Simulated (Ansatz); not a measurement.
Calculated with Ansatz (gas phase, PBE0-D4/def2-TZVP geometries, no zero-point term in ΔE). CCSD(T)/CBS is the MP2 limit (def2-TZVPP, def2-QZVPP) plus CCSD(T) − MP2 in def2-TZVPP, frozen cores. This one scheme is used for every species. One conformer a species, not always the lowest.

Consider the cleavage of the Si–Si bond: `N[SiH](O)[Si](N)(Cl)Cl` + NH₃ → `N[SiH](N)O` + `N[SiH](Cl)Cl`.

```csv
species,CCSD/def2-TZVPP energy (Eh)
`N[SiH](O)[Si](N)(Cl)Cl`,-1685.83389
NH₃,-56.46834
`N[SiH](N)O`,-477.23791
`N[SiH](Cl)Cl`,-1265.09589
```

(1) Work out ΔE.

Largest T1 diagnostic among the species: 0.011.

Answers

(1) ΔE = (-477.23791) + (-1265.09589) − (-1685.83389) − (-56.46834) = -0.03157 Eh = -82.9 kJ/mol. CCSD(T)/CBS gives -76.7 kJ/mol.

The D4 term adds +13.8 kJ/mol with B3LYP and +8.5 kJ/mol with PBE0; it sums over pairs of atoms, weighted by their polarisabilities, and B3LYP, whose exchange is more repulsive, gets the larger term. From PBE to PBE0 (25 % exact exchange), in def2-TZVPP and without D4, ΔE moves by −9.7 kJ/mol. In def2-TZVPP, CCSD(T) changes the Hartree–Fock value by +25.6 kJ/mol (the triples alone add +4.9 kJ/mol) and MP2 by +21.3 kJ/mol.

B3LYP here is the variant with VWN-RPA as its local correlation; programs differ in this.
